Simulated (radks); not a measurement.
Results of a calculation; reference values are marked as such.
How relativity changes the ionisation of the strontium ion Sr2+ ([Kr]) to Sr3+ ([Ar] 3d10 4s2 4p5). Spin-unpolarised spherical Kohn-Sham, BLYP, point nucleus unless stated (finite: rms radius 4.224 fm), a radial shooting solver on a logarithmic mesh with Libxc functionals. A level marked "c x" has the speed of light scaled by that factor and shares open shells by 2j + 1; other Dirac levels either fill j = l - 1/2 first or share by 2j + 1.

| level | E(Sr2+) (hartree) | E(Sr3+) (hartree) | IE (eV) | HOMO | <r> HOMO (bohr) |
|---|---|---|---|---|---|
| non-rel. | -3132.80131 | -3131.22162 | 42.986 | 4p | 1.558 |
| scalar-rel. | -3179.35330 | -3177.77027 | 43.077 | 4p | 1.551 |
| scalar-rel., finite nucleus | -3179.32167 | -3177.73864 | 43.077 | 4p | 1.551 |
| Dirac, 2j+1 shares | -3179.65846 | -3178.07490 | 43.091 | 4p3/2 | 1.562 |
| Dirac, low j first | -3179.65846 | -3178.09080 | 42.658 | 4p3/2 | 1.562 |
| Dirac, 2j+1 shares, finite nucleus | -3179.62679 | -3178.04322 | 43.091 | 4p3/2 | 1.562 |
| Dirac, c x 1.5 | -3153.18709 | -3151.60576 | 43.030 | 4p3/2 | 1.560 |
| Dirac, c x 2 | -3144.18494 | -3142.60433 | 43.010 | 4p3/2 | 1.559 |
| Dirac, c x 3 | -3137.83466 | -3136.25456 | 42.996 | 4p3/2 | 1.559 |

NIST Atomic Spectra Database: 42.884 eV (measured). The relativistic part of the total energy of Sr2+ is -46.83 hartree (Dirac, 2j+1 shares, finite nucleus), 1.5 % of the non-relativistic value. Spin polarisation and multiplet splitting of open shells are left out at every level.

Beside tabulated values, note that relativity, absent from the non-relativistic runs, is large for the heavy elements, and spin-unpolarised runs miss the spin-polarisation part of the exchange energy of open shells.
